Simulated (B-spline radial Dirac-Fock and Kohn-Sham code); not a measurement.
# Satellites and hypersatellites of the K lines of Ti³⁺

System: Ti³⁺ in the configuration [Ar] 3d1.

Input file task.json (cfg lists n, l and occupation; rrms is the nuclear radius in fm):

```json
{"items": [{
  "Z": 22,
  "q": 3,
  "cfg": [[1, 0, 2], [2, 0, 2], [2, 1, 6], [3, 0, 2], [3, 1, 6], [3, 2, 1]],
  "A": 48,
  "rrms": 3.5921,
  "do": ["binding", "quiet", "double"]
}]}
```

Run with: `python xray_run.py task.json out`

The computed values come from an atomic code on a B-spline grid: Dirac-Fock energy differences between relaxed states, corrected for Breit and QED terms. Each two-hole energy is an average over J within one jj subconfiguration, not an observable level; in light atoms, where LS coupling holds, the j-resolved values are not observed lines, and for a K spectator the Kα1 hypersatellite is nearly forbidden. The model has no electron correlation.

Lines without a spectator: Kα2 (K-L2) 4503.3 eV, Kα1 (K-L3) 4508.9 eV, Kβ3 (K-M2) 4934.1 eV, Kβ1 (K-M3) 4934.7 eV. Shifts in eV with one spectator hole (a dash: not computed, or left out as unreliable):

```tsv
spectator hole	Kα2	Kα1	Kβ3	Kβ1
L2 (2p1/2)	+19.31	+23.78	–	+58.9
L3 (2p3/2)	+22.60	+21.49	+57.6	–
M2 (3p1/2)	–	+1.54	+5.71	+7.01
M3 (3p3/2)	+1.44	–	+6.80	+6.44
```

Task: Where does the K-L3 hypersatellite lie, emitted when both K electrons are missing?

Result: +228.3 eV from the normal line, at 4737.2 eV. Removing both K electrons costs 10339.0 eV, which is 311.1 eV more than twice the K binding energy. In light atoms the observed hypersatellite is the ¹S₀ → ¹P₁ component, which lies below this average, and the triplet component is nearly forbidden.

With n spectator holes in 2p, averaged over the 2p shell (energies in eV):

| n | KαLⁿ | step | hypersatellite KαʰLⁿ |
| --- | --- | --- | --- |
| 0 | 4507.1 | – | 4734.9 |
| 1 | 4529.3 | +22.3 | 4758.5 |
| 2 | 4552.9 | +23.6 | 4783.4 |
| 3 | 4577.8 | +24.9 | 4809.6 |
| 4 | 4604.0 | +26.2 | 4837.1 |
| 5 | 4631.5 | +27.5 | 4866.0 |
